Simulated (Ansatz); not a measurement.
Gas-phase electronic energies from Ansatz, PBE0-D4/def2-TZVP geometries. CBS: MP2 limit from def2 TZ/QZ plus the TZ coupled-cluster correction, frozen cores. Functionals use def2-TZVPP. One conformer a species, not always the lowest.

`CCB(S)S` + `C[NH][AlH][F]` → `CCB(F)S` + `C[NH][AlH][SH]`  (redistribution)

Problem. Is it downhill or uphill in electronic energy at CCSD(T)/CBS, and by how much? (Estimate.)

Solution. Ansatz gave: Uphill: ΔE = +15.9 kJ/mol.

Problem. What do these levels give: BLYP-D4, ωB97X-V, CCSD/def2-SVP, HF/def2-TZVPP, MP2/def2-QZVPP, MP2/CBS(def2)? (Estimate.)

Solution. Ansatz gave: BLYP-D4 14.2, ωB97X-V 8.7, CCSD/def2-SVP 6.2, HF/def2-TZVPP -4.9, MP2/def2-QZVPP 23.5, MP2/CBS(def2) 24.2 kJ/mol.

Largest T1 diagnostic among the species: 0.012.

At CCSD(T), def2-SVP lies −8.5 kJ/mol from the extrapolated value and def2-TZVPP −3.4 kJ/mol. In def2-TZVPP, CCSD(T) changes the Hartree–Fock value by +17.4 kJ/mol (the triples alone add +2.2 kJ/mol) and MP2 by +25.7 kJ/mol. The D4 term adds +5.1 kJ/mol with B3LYP and +2.4 kJ/mol with PBE0; it sums over pairs of atoms, weighted by their polarisabilities, and B3LYP, whose exchange is more repulsive, gets the larger term.

B3LYP here is the variant with VWN-RPA as its local correlation; programs differ in this.
